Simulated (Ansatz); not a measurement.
`F[Si](F)([SiH3])Cl` + `N[SiH3]` → `[SiH3]N[SiH3]` + `F[SiH](F)Cl` at 600 K and 1 bar (cleavage of the Si–Si bond).

Gas-phase electronic energies from Ansatz, PBE0-D4/def2-TZVP geometries. CCSD(T)/CBS adds triple-zeta CCSD(T) − MP2 to the extrapolated MP2 energy (def2 sets, frozen cores). This one scheme is used for every species.

```tsv
species	CCSD(T)/CBS energy (Eh)	H − E (kJ/mol)	S (J/(mol·K))
`F[Si](F)([SiH3])Cl`	-1239.50998	147.9	451.2
`N[SiH3]`	-346.80422	170.6	320.8
`[SiH3]N[SiH3]`	-637.10515	230.1	420.5
`F[SiH](F)Cl`	-949.23245	82.4	354.3
```

H − E and S are ideal-gas, rigid-rotor, harmonic terms from PBE0-D4/def2-TZVP. 1 Eh = 2625.50 kJ/mol, R = 8.31446 J/(mol·K).

Task: By hand: ΔE, ΔH, ΔS and ΔG.

Result: ΔE = (-637.10515) + (-949.23245) − (-1239.50998) − (-346.80422) = -0.02340 Eh = -61.4 kJ/mol. Δ(H − E) = 230.1 + 82.4 − 147.9 − 170.6 = -6.0, so ΔH = -67.4 kJ/mol. ΔS = 420.5 + 354.3 − 451.2 − 320.8 = 2.8 J/(mol·K). ΔG = -67.4 − 600 × (2.8)/1000 = -69.1 kJ/mol.

Task: By hand: the equilibrium constant, and the temperature at which ΔG would vanish if ΔH and ΔS stayed fixed.

Result: log₁₀ K = −ΔG/(RT ln 10) = 6.0. ΔH and −TΔS have one sign here, so there is no such temperature. One of them is within its doubt of zero, so this could turn.

The number of gas molecules stays the same, so ΔS is small and ΔH decides. A doubt of 5 kJ/mol in ΔE shifts log₁₀ K by 0.4 here. Modes under 60 cm⁻¹, often nearly free rotors, make the harmonic entropy too high. These are equilibria of isolated gas molecules and say nothing of rates. Largest T1 diagnostic: 0.012 (customary marks: 0.02 for closed shells, 0.045 for open ones).
